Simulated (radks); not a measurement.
The numbers below are computed, except where a source is named.
Q: Radial electron density D(r) = 4 pi r^2 rho(r) of an atom or ion with 18 electrons. Code: a radial shooting solver on a logarithmic mesh with Libxc functionals. Model: Dirac Kohn-Sham, LDA (Slater exchange, Perdew-Wang correlation), spin-unpolarised, spherical densities, finite nucleus; Fermi nuclear charge, rms radius of each element as measured or else 0.836 A^(1/3) + 0.57 fm.

r (bohr)  D(r) (e/bohr)
0.001198          1.145
0.001523          1.760
0.001936          2.685
0.002461          4.058
0.003154          6.139
0.004009          9.024
0.005097          13.01
0.006479          18.30
0.008237          24.96
0.01047           32.73
0.01331           40.87
0.01692           48.07
0.02169           52.73
0.02757           53.26
0.03505           50.30
0.04455           46.88
0.05664           47.44
0.072             54.00
0.09153           61.88
0.1164            61.36
0.1491            47.10
0.1895            29.51
0.241             22.44
0.3063            24.75
0.3894            22.36
0.495             12.53
0.6293            5.053
0.8               2.347
1.025            0.8682
1.303            0.1445
1.657          0.007856
2.106         0.0001076

What is the nuclear charge?

A: Z = 42. The innermost maximum, from 1s, lies near gamma/Z bohr with gamma = sqrt(1 - (Z/c)^2) = 0.952, here 0.0227 bohr (found: 0.0252), and its height grows with Z. The density is that of the molybdenum ion Mo24+ in [Ne] 3s1 3p6 4p1; the configuration itself is not fixed sharply by these data, and Z only to a few units. D(r) has 3 maxima, at r = 0.0252, 0.102, 0.327 bohr, and minima at 0.0494, 0.243 bohr, inside which lie 2.05, 10.49 electrons.
